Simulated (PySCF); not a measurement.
IBr from Hartree–Fock to correlated methods

State: ¹Σ⁺ (singlet), closed shell. Set-up: PySCF, spin-free X2C with a Gaussian nucleus, basis sets I x2c-TZVPPall, Br x2c-TZVPPall. De refers to I + Br in their high-spin ground configurations, without counterpoise correction. A positive dipole means I(−)Br(+).

```csv
Level,Re (Å),ωe (cm⁻¹),De (eV),μ (D),"CPU s a point (SCF and correlation, without the integrals)"
RHF,2.465,292,0.67,-0.78,0.67
RHF-MP2,2.456,284,2.12,n/a,1.1
RHF-SCS-MP2,2.472,277,1.98,n/a,n/a
RHF-CCSD,2.476,275,1.80,n/a,n/a
RHF-CCSD(T),2.485,266,1.96,n/a,20
PBE,2.495,262,2.39,-0.63,1.4
BP86,2.502,259,2.34,-0.62,0.98
r²SCAN,2.480,271,2.20,-0.61,1.9
PBE0,2.464,280,2.17,-0.63,4.7
r²SCAN0,2.458,284,2.02,-0.62,2.5
MN15,2.463,275,1.95,-0.73,2.6
ωB97X,2.461,286,2.01,-0.71,5.7
B2PLYP,2.484,270,2.03,-0.75,2.5
```

The bond length runs from 2.456 Å (RHF-MP2) to 2.502 Å (BP86). De spans 0.67 eV (RHF, mean field) to 2.39 eV (PBE, GGA). Correlation at CCSD(T) changes the Hartree–Fock bond energy by +1.29 eV; the triples alone change it by +0.16 eV.

Correlated steps freeze 27 core orbitals. These are scalar-relativistic numbers at best; spin–orbit coupling would shift them, the dissociation energy most. Where the molecule has an RHF reference, its open-shell atoms are computed with UHF. B2PLYP dipoles, levels and charges come from its SCF part alone.

The whole job (state search and all levels along the bond) took about 4.8 min on 2 threads of Intel Xeon 6975P-C (shared host), peak memory 3.3 GiB.
